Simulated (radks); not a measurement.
The numbers below are computed, except where a source is named.
Hf56+, 16 electrons, occupied as [Ne] 3s2 3p4.

Code: a radial shooting solver on a logarithmic mesh with Libxc functionals. Model: scalar-relativistic Kohn-Sham, PBE, spin-unpolarised, spherical densities, point nucleus.

Energy parts (eV):
part                      energy
total                 -320007.51
kinetic                358065.17
electron-nucleus      -707476.64
Hartree                 33748.58
exchange-correlation    -4344.62

Orbitals (lengths in bohr, moments of r in powers of bohr; r(90%) holds 90 % of the orbital's charge):
orbital  occ.  eigenvalue (eV)  r(90%)
1s          2        -69512.99  0.0345
2s          2        -15239.13   0.123
2p          6        -13905.69   0.115
3s          2        -6031.952   0.281
3p          4        -5634.552   0.281

The highest occupied level is 3p at -5634.6 eV. The density falls to 0.001 e/bohr^3 at r = 0.58 bohr.
